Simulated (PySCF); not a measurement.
Species: C3H9AlF2O.
Structure used (PBE0-D3(BJ)/def2-SVP), in Å, numbered top down from 1:
```xyz
16
C3H9AlF2O angstrom
C     -0.5578    1.5883   -0.4477
O     -0.4718    0.1868   -0.1900
Al    -1.8191   -0.8792    0.8502
C      0.6611   -0.4956   -0.6973
C      1.8365   -0.4234    0.2543
F      2.2765    0.8545    0.3467
F      2.8318   -1.1736   -0.2553
H     -1.5165    1.9203   -0.0335
H      0.2718    2.1180    0.0380
H     -0.5386    1.7619   -1.5345
H     -2.2218   -1.9379   -0.2857
H     -0.8464   -1.4343    2.0028
H     -2.8297    0.3101    1.2072
H      0.3704   -1.5467   -0.8388
H      0.9539   -0.0731   -1.6720
H      1.5812   -0.7802    1.2662
```

Theory: TDDFT CAM-B3LYP/def2-SVPD, vertical, gas phase, core orbitals frozen in the response (PySCF 2.14.0, density-fitted response routines).

Frontier orbitals with the atoms that hold most of them (Löwdin shares over 4%, at most four atoms; ? is withheld):

```json
{"orbital": "HOMO-3", "ε (eV)": "-11.76", "atoms": "Al3 32%, O2 17%, H13 14%, H12 14%"}
{"orbital": "HOMO-2", "ε (eV)": "-11.12", "atoms": "O2 38%, C4 11%, C5 10%, C1 9%"}
{"orbital": "HOMO-1", "ε (eV)": "-9.22", "atoms": "?"}
{"orbital": "HOMO", "ε (eV)": "-9.00", "atoms": "Al3 35%, H11 28%, H12 26%, O2 6%"}
{"orbital": "LUMO", "ε (eV)": "?", "atoms": "?"}
{"orbital": "LUMO+1", "ε (eV)": "0.97", "atoms": "Al3 49%, O2 7%, H12 6%, H11 6%"}
{"orbital": "LUMO+2", "ε (eV)": "1.49", "atoms": "Al3 14%, F7 12%, C5 12%, H10 10%"}
```

Question: Which atoms hold the HOMO-1, and with what shares?

Answer: Al3 (bonded to O and 3 H) 36%; H13 (bonded to Al) 36%; H12 (bonded to Al) 11%; H11 (bonded to Al) 9%. By element: hydrogen 56% or more, aluminium 36%.

Question: Give the leading atoms of the LUMO.

Answer: Al3 (bonded to O and 3 H) 30%; C1 (bonded to O and 3 H) 15%; C4 (bonded to C, O and 2 H) 7%; H10 (bonded to C) 7%. By element: aluminium 30%, carbon 22% or more, hydrogen 7% or more.

Question: What is the LUMO energy, and the HOMO–LUMO gap?

Answer: ε(LUMO) = 0.80 eV; the gap is 9.80 eV (0.3600 hartree).

Question: How does S1 compare with the orbital gap of 9.80 eV?

Answer: S1 is at 6.55 eV (f = 0.0053), 3.25 eV below the gap, made of HOMO→LUMO+1 (59%), HOMO→LUMO (31%). Its leading pair isn't HOMO and LUMO; the energies of that pair differ by 9.97 eV. Without the coupling terms of the response equations the lowest excitation would equal the gap.

Next come S2 at 6.77 eV (f 0.0088), HOMO-1→LUMO+1 (57%), HOMO-1→LUMO (33%); S3 at 7.40 eV (f 0.118), HOMO→LUMO (52%), HOMO→LUMO+1 (36%); S4 at 7.58 eV (f 0.066), HOMO-1→LUMO (28%), HOMO-1→LUMO+1 (20%), HOMO→LUMO+2 (18%); S5 at 7.60 eV (f 0.046), HOMO-1→LUMO (24%), HOMO-1→LUMO+1 (16%), HOMO→LUMO+2 (12%).

One conformer stands for the species.
